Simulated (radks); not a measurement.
He+, 1 electrons, occupied as 5f1 (not the ground configuration).

All-electron calculation, scalar-relativistic Kohn-Sham, r2SCAN, spin-unpolarised, spherical densities, finite nucleus; meta-GGA in the generalised Kohn-Sham scheme; Gaussian nuclear charge, rms radius 1.6755 fm; without spin polarisation the odd electron is poorly described. Program: a radial shooting solver on a logarithmic mesh with Libxc functionals.

Energy parts (Ry):
total: -0.15885
kinetic: 0.15261
electron-nucleus: -0.31226
Hartree: 0.05566
exchange-correlation: -0.05486

Orbitals (lengths in bohr, moments of r in powers of bohr; <r^-3> diverges for s and p1/2; r(max) is where P^2 peaks):
| orbital | occ. | eigenvalue (Ry) | <r^-3> | r(max) | <1/r> | <r> |
|---|---|---|---|---|---|---|
| 5f | 1 | -0.12098 | 0.001441 | 17.15 | 0.07807 | 16.07 |

The highest occupied level is 5f at -1.646 eV. Summed over all electrons, <r^2> = 290.8 bohr^2, which gives a Langevin (diamagnetic) susceptibility term of -230 x 10^-6 cm^3/mol.
